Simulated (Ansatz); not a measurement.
Worked example: a bond strength in GaH2OF (SMILES [OH][GaH][F])

GaH2OF: 5 atoms, total charge 0, spin state singlet. SMILES: `[OH][GaH][F]`. The shape was relaxed beforehand at wB97X-V/def2-SVP. This is one conformer, not always the lowest.

```
atom    x (Å)    y (Å)    z (Å)
   O  -1.1260  -0.5916  -0.2797
  Ga   0.3835   0.2847   0.0129
   F   0.4437   1.7836  -0.8817
   H  -1.2194  -1.4292   0.1877
   H   1.5681  -0.1213   0.9196
```

Wanted: the dissociation energy of the F3–Ga2 bond into doublet F and doublet GaH2O (shapes relaxed at wB97X-V/def2-SVP, no zero-point term). 1 Eh = 2625.50 kJ/mol = 27.2114 eV. Totals in Eh; open shells run unrestricted unless said.

```tsv
level	program	GaH2OF	doublet F	doublet GaH2O
PBE/def2-TZVPP	Ansatz	-2100.804469	-99.669123	-2000.922510
r2SCAN/def2-TZVPP	Ansatz	-2101.184944	-99.727635	-2001.248191
MP2/def2-TZVPP, 11 core orbitals frozen	Ansatz	-2099.589875	-99.609588	-1999.756767
```

Q: Work out the dissociation energy at each level.

A: 
1. PBE/def2-TZVPP: (-99.669123) + (-2000.922510) − (-2100.804469) = 0.212836 Eh = 558.8 kJ/mol = 5.79 eV.
2. r2SCAN/def2-TZVPP: (-99.727635) + (-2001.248191) − (-2101.184944) = 0.209118 Eh = 549.0 kJ/mol = 5.69 eV.
3. MP2/def2-TZVPP: (-99.609588) + (-1999.756767) − (-2099.589875) = 0.223520 Eh = 586.9 kJ/mol = 6.08 eV.

The levels span 549 to 587 kJ/mol; no measured value is set beside them. A bond enthalpy at 298 K also holds the loss of zero-point energy and thermal terms.
